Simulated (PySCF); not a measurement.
octasulfur (S8), singlet, at a GFN2-xTB geometry. Base run: SVWN5/STO-3G (PySCF).

Input for PySCF:
```python
from pyscf import gto, scf, dft

mol = gto.M(
    atom='''
S     1.75411790   -1.78962887    0.07332880
S     1.52958456   -0.06385551    1.13564303
S     1.91565693    1.61650911    0.04727578
S     0.12771566    2.07563782   -0.95606029
S    -1.36295301    1.78306853    0.41879447
S    -2.36887737    0.11051203   -0.23977795
S    -1.52527058   -1.63948521    0.44497305
S    -0.06997411   -2.09275791   -0.92417688
''',
    basis='sto-3g',
    verbose=4,
)

mf = dft.RKS(mol)
mf.xc = 'lda,vwn'
mf.kernel()
```

Each row names what was changed in the base input (with any setting that the change needs).

| change | ΔE vs base (mEh) | SCF cycles | outcome |
|---|---|---|---|
| base | 0.000 | 9 | converged |
| diis = off (with mf.max_cycle = 100) | - | 100 | not converged |
| level_shift = 0.1 (with mf.max_cycle = 100) | 0.000 | 9 | converged |
| diis_space = 4 | 0.000 | 9 | converged |
| init_guess = vsap | 0.000 | 10 | converged |
| conv_tol = 1e-12 | 0.000 | 45 | converged |
| init_guess = mod_huckel | 0.000 | 10 | converged |
| level_shift = 0.3 (with mf.max_cycle = 100) | 0.000 | 19 | converged |
| init_guess = atom | 0.000 | 9 | converged |
| conv_tol = 1e-6 | 0.000 | 7 | converged |
| conv_tol_grad = 1e-3 | 0.000 | 9 | converged |
| level_shift = 1.0 (with mf.max_cycle = 100) | 0.000 | 51 | converged |
| solver = newton | 0.000 | - | converged |
